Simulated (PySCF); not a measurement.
**O(3+) (oxygen, charge +3): UHF calculation**

Configuration: [He] 2s2 2p1, 2P determinant. All numbers are calculated (PySCF 2.14, scalar relativity by spin-free X2C-1e, in aug-cc-pVDZ-DK (4s3p2d, 23 functions)).

```
Total energy                                                  : -71.128753 hartree
One-electron energy                                           : -86.0660 hartree
Hartree (Coulomb) energy                                      : 21.5957 hartree
Exchange energy                                               : -6.6584 hartree
⟨S²⟩                                                          : 0.7528
⟨L²⟩                                                          : 2.007
Sum of ⟨r⟩                                                    : 3.292 bohr
Sum of ⟨r²⟩                                                   : 3.438 bohr²
Traceless quadrupole moment −½Σ⟨3z² − r²⟩ along its main axis : -0.414 e·bohr²
Langevin diamagnetic susceptibility                           : -2.72 ×10⁻⁶ cm³/mol
Time after the integrals                                      : 0.04 s of wall time on 1 thread of Neoverse-V2 (shared host)
```

```
shell  electrons  mean orbital energy (hartree)  rms radius, mean of both spins (bohr)
 1s α          1                      -23.44024                                  0.229
 1s β          1                      -23.38196                                  0.229
 2s α          1                       -3.35326                                   1.07
 2s β          1                       -3.15211                                   1.07
 2p α          1                       -2.86390                                   1.01
```
